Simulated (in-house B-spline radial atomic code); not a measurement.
# Binding energies in B

NIST's tabulated ground configuration is [He] 2s2 2p1; each binding energy is the energy of the ion with one electron taken from that subshell, relaxed, less that of the parent. Method: Dirac-Kohn-Sham PBE0, spherical fractional occupations, Fermi nucleus of rms radius 2.406 fm. Calculated with a B-spline radial code for spherical atoms. Energies include first-order Breit, QED and recoil terms.

Caution: exact exchange at fractional occupations of open shells leaves self-interaction of up to several eV.

| subshell | X-ray name | binding energy (eV) | -ε (eV) | relaxation (eV) |
| --- | --- | --- | --- | --- |
| 1s | K | 211.3 | 188.6 | -22.8 |
| 2s | L1 | 15.22 | 10.97 | -4.26 |
| 2p | L2,3 | 7.24 | 3.02 | -4.22 |

Relaxation = -ε minus the binding energy without Breit, QED and recoil terms. With a density functional, K lines can miss by some tenths of a per cent, more in light atoms. For a density functional the relaxation so defined is negative, because -ε of a Kohn-Sham level is smaller than the binding energy.

(1) What does it cost to remove both a 1s and a 2s electron?

(2) What does it cost to remove both a 2s and a 2p electron?

(3) What does it cost to remove two 1s electrons?

Answers

(1) 242.52 eV, which is 15.97 eV more than the two single binding energies together.

(2) 33.293 eV, which is 10.83 eV more than the two single binding energies together.

(3) 470.56 eV, which is 47.91 eV more than the two single binding energies together.
